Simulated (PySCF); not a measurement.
Spectra and structures to be paired. Theory: TDDFT wB97X-D/def2-SVPD, vertical, gas phase, core orbitals frozen in the response (PySCF). Geometries: GFN2-xTB; one conformer of each isolated species. Triplets are in the Tamm–Dancoff approximation.

A. `C#CCC#N`
B. `C#C[C@@H]1C=N1`
C. `FC(F)(C(C(F)(F)F)=P)F`
D. `C(C=C=C)#N`
E. `C=C[C@@H]1P[C@H]1C=C`

Lowest singlet levels (six at most, fewer where fewer were computed) with oscillator strengths:

1. 5.83 eV (f 0.392); 6.08 eV (f 0.108); 6.43 eV (f 0.146); 6.70 eV (f 0.057); 6.80 eV (f 0.264); 6.87 eV (f 0.264); T1 4.14 eV
2. 4.88 eV (f 0.006); 6.18 eV (f 0.013); 6.40 eV (f 0.005); 6.69 eV (f 0.028); 7.11 eV (f 0.027); 7.45 eV (f 0.026); T1 4.28 eV
3. 6.73 eV (f 0.000); 7.01 eV (f 0.002); 7.05 eV (f 0.001); 7.90 eV (f 0.004); 8.02 eV (f 0.032); 8.09 eV (f 0.057); T1 5.60 eV
4. 4.47 eV (f 0.010); 5.55 eV (f 0.238); 6.64 eV (f 0.001); 7.30 eV (f 0.001); 8.08 eV (f 0.004); 8.21 eV (f 0.003); T1 2.84 eV
5. 5.71 eV (f 0.000); 6.05 eV (f 0.000); 6.52 eV (f 0.388); 6.86 eV (f 0.000); 7.41 eV (f 0.002); 7.90 eV (f 0.414); T1 4.11 eV

**Question.** Which spectrum belongs to which structure?

**Answer.** 1 = E, 2 = B, 3 = A, 4 = C, 5 = D.
- A: S1 at 6.73 eV, HOMO→LUMO (34%), HOMO→LUMO+1 (33%), HOMO-1→LUMO+2 (13%); Löwdin shares by element: HOMO carbon 88% or more; LUMO carbon 67% (atoms not listed hold the other 33%); HOMO -10.48 and LUMO 1.80 eV; point group Cs, 1 of its 6 listed states under f = 0.0005.
- B: S1 at 4.88 eV, HOMO→LUMO (88%), HOMO-3→LUMO (9%); Löwdin shares by element: HOMO carbon 64% or more, nitrogen 20% (atoms not listed hold the other 16%); LUMO carbon 48% or more, nitrogen 38%, hydrogen 8% or more; HOMO -9.21 and LUMO 0.88 eV.
- C: S1 at 4.47 eV, HOMO-1→LUMO (97%); Löwdin shares by element: HOMO carbon 43% or more, phosphorus 33% (atoms not listed hold the other 24%); LUMO phosphorus 50%, carbon 31% or more, hydrogen 6%; HOMO -11.06 and LUMO -1.74 eV.
- D: S1 at 5.71 eV, HOMO-1→LUMO (88%), HOMO→LUMO+1 (9%); Löwdin shares by element: HOMO carbon 64% or more, nitrogen 23%; LUMO carbon 64% or more, nitrogen 14% (atoms not listed hold the other 22%); HOMO -10.06 and LUMO 0.35 eV; point group Cs, 3 of its 6 listed states under f = 0.0005.
- E: S1 at 5.83 eV, HOMO→LUMO (85%); Löwdin shares by element: HOMO carbon 49% or more, phosphorus 22% (atoms not listed hold the other 29%); LUMO carbon 32% or more, phosphorus 28% (atoms not listed hold the other 40%); HOMO -8.58 and LUMO 1.19 eV.
D and E have S1 within 0.13 eV of each other; their strongest listed levels stand at 7.90 eV (f 0.414) and 5.83 eV (f 0.392).
